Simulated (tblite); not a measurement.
C7H9BrOSi.
SMILES with atom numbers: `[CH3:1][O:2][SiH2:3][c:4]1[cH:5][cH:6][c:7]([Br:8])[cH:9][cH:10]1` (hydrogens: H11, H12, H13 on C1; H14, H15 on Si3; H16 on C5; H17 on C6; H18 on C9; H19 on C10)

Computed with GFN2-xTB (tblite), gas phase: L-BFGS steps from a force-field or distance-geometry start until the largest atomic force falls under 0.01 eV/Å.

Step 92: E = -802.3955 eV
```
atom  x, y, z in Å  |  force x, y, z in eV/Å
C1      3.5872   -0.4634   -0.3781    0.049   0.002  -0.023
O2      2.2070   -0.3242   -0.2299    0.116  -0.058   0.015
Si3     1.3671    0.7714    0.6133    0.018  -0.043  -0.006
C4     -0.4071    0.2692    0.2459   -0.020   0.004   0.008
C5     -0.7331   -0.8456   -0.5203   -0.024   0.012   0.009
C6     -2.0509   -1.1660   -0.7971    0.001  -0.002   0.016
C7     -3.0556   -0.3588   -0.2947    0.025   0.005   0.004
Br8    -4.8761   -0.8070   -0.6317   -0.047  -0.002  -0.045
C9     -2.7660    0.7605    0.4645   -0.003   0.009   0.028
C10    -1.4434    1.0585    0.7322   -0.008  -0.002   0.008
H11     3.9284    0.0982   -1.2516   -0.026   0.009   0.003
H12     4.1365   -0.1055    0.4955   -0.082   0.007   0.021
H13     3.8147   -1.5205   -0.5268   -0.030  -0.004  -0.011
H14     1.6840    0.6989    2.0464   -0.022   0.010  -0.019
H15     1.6222    2.1355    0.1397    0.007   0.053   0.007
H16     0.0619   -1.4724   -0.8968   -0.051   0.030  -0.023
H17    -2.3089   -2.0269   -1.3956    0.066  -0.034   0.013
H18    -3.5631    1.3870    0.8360    0.004  -0.015   0.033
H19    -1.2148    1.9203    1.3416    0.027   0.019  -0.038
```

Step 93: E = -802.3984 eV
```
atom  x, y, z in Å  |  force x, y, z in eV/Å
C1      3.5901   -0.4818   -0.3638    0.062  -0.019   0.005
O2      2.2128   -0.3346   -0.2188   -0.064   0.004   0.041
Si3     1.3693    0.7834    0.5953    0.026   0.031  -0.079
C4     -0.4081    0.2803    0.2402   -0.002  -0.032   0.022
C5     -0.7307   -0.8299   -0.5336   -0.006   0.043  -0.038
C6     -2.0466   -1.1569   -0.8072   -0.043  -0.033   0.039
C7     -3.0557   -0.3678   -0.2856    0.001   0.058   0.004
Br8    -4.8776   -0.8295   -0.6101   -0.004   0.004  -0.042
C9     -2.7702    0.7507    0.4781    0.003  -0.017   0.065
C10    -1.4483    1.0548    0.7429    0.049   0.034  -0.042
H11     3.9431    0.1035   -1.2170   -0.009   0.011   0.022
H12     4.1261   -0.1554    0.5303   -0.017  -0.012  -0.018
H13     3.8051   -1.5377   -0.5450   -0.011   0.039   0.007
H14     1.6763    0.7561    2.0306   -0.002  -0.010  -0.004
H15     1.6219    2.1420    0.0880    0.006  -0.040   0.026
H16     0.0659   -1.4410   -0.9314   -0.041   0.015  -0.004
H17    -2.2983   -2.0137   -1.4133    0.048  -0.043   0.003
H18    -3.5681    1.3689    0.8631    0.009  -0.036   0.014
H19    -1.2169    1.9179    1.3497   -0.005   0.004  -0.023
```

Step 94: E = -802.3993 eV
```
atom  x, y, z in Å  |  force x, y, z in eV/Å
C1      3.5897   -0.4895   -0.3561    0.038   0.007   0.002
O2      2.2114   -0.3373   -0.2177   -0.030  -0.005   0.032
Si3     1.3701    0.7903    0.5846    0.013   0.040  -0.053
C4     -0.4081    0.2843    0.2387    0.001  -0.024   0.011
C5     -0.7293   -0.8225   -0.5401   -0.016   0.033  -0.043
C6     -2.0452   -1.1536   -0.8095   -0.040  -0.030   0.031
C7     -3.0557   -0.3709   -0.2804    0.003   0.041  -0.003
Br8    -4.8769   -0.8397   -0.6033    0.007   0.012  -0.034
C9     -2.7714    0.7453    0.4869    0.014  -0.022   0.050
C10    -1.4493    1.0534    0.7471    0.041   0.031  -0.043
H11     3.9518    0.1069   -1.1985   -0.015  -0.002   0.039
H12     4.1198   -0.1779    0.5473   -0.017  -0.020  -0.031
H13     3.7993   -1.5438   -0.5510   -0.005   0.037   0.009
H14     1.6770    0.7778    2.0207    0.000  -0.009  -0.015
H15     1.6223    2.1428    0.0621    0.010  -0.037   0.026
H16     0.0688   -1.4261   -0.9461   -0.048   0.008   0.001
H17    -2.2954   -2.0072   -1.4209    0.046  -0.042   0.007
H18    -3.5694    1.3603    0.8751   -0.003  -0.029   0.023
H19    -1.2193    1.9167    1.3536    0.000   0.009  -0.010
```

Problem. Estimate the geometry and energy of step 95. (The exact step hangs on the optimiser's Hessian estimate; all steps are aligned on step 94, rigid shifts and turns removed.)

Solution. E = -802.4007 eV, largest force 0.064 eV/Å
```
atom  x, y, z in Å  |  force x, y, z in eV/Å
C1      3.5881   -0.4992   -0.3456   -0.057   0.030  -0.001
O2      2.2087   -0.3470   -0.2093   -0.018  -0.025  -0.009
Si3     1.3720    0.7987    0.5697   -0.024   0.035  -0.030
C4     -0.4074    0.2878    0.2406    0.022   0.004  -0.041
C5     -0.7281   -0.8120   -0.5468   -0.043   0.005  -0.025
C6     -2.0436   -1.1502   -0.8090    0.004  -0.017  -0.013
C7     -3.0547   -0.3733   -0.2738   -0.028  -0.013  -0.002
Br8    -4.8746   -0.8495   -0.6068    0.032   0.036  -0.008
C9     -2.7711    0.7368    0.5019    0.011  -0.015   0.000
C10    -1.4488    1.0511    0.7537    0.002   0.036  -0.005
H11     3.9538    0.1116   -1.1732    0.013   0.040  -0.009
H12     4.1077   -0.2041    0.5659    0.053  -0.010   0.030
H13     3.7956   -1.5475   -0.5607    0.009  -0.033   0.011
H14     1.6776    0.8049    2.0044    0.013   0.007   0.016
H15     1.6227    2.1406    0.0229    0.020  -0.022   0.021
H16     0.0709   -1.4043   -0.9641   -0.021  -0.034  -0.009
H17    -2.2880   -1.9994   -1.4289    0.026  -0.035   0.014
H18    -3.5686    1.3484    0.8938   -0.027  -0.012   0.038
H19    -1.2217    1.9158    1.3577    0.014   0.024   0.020
```

The energy changes by -0.0014 eV. The first-order estimate −F·Δx gives -0.0031 eV and the mean of the old and new forces, exact on a quadratic surface, -0.0015 eV. The step makes an angle of 80° with the force vector and moves no atom by more than 0.039 Å.

What follows is the cost of the whole relaxation. On Arm Neoverse N1, one thread, no GPU, shared host with 64 logical CPUs at a one-minute load of 61, this took 2.4 s of wall time.
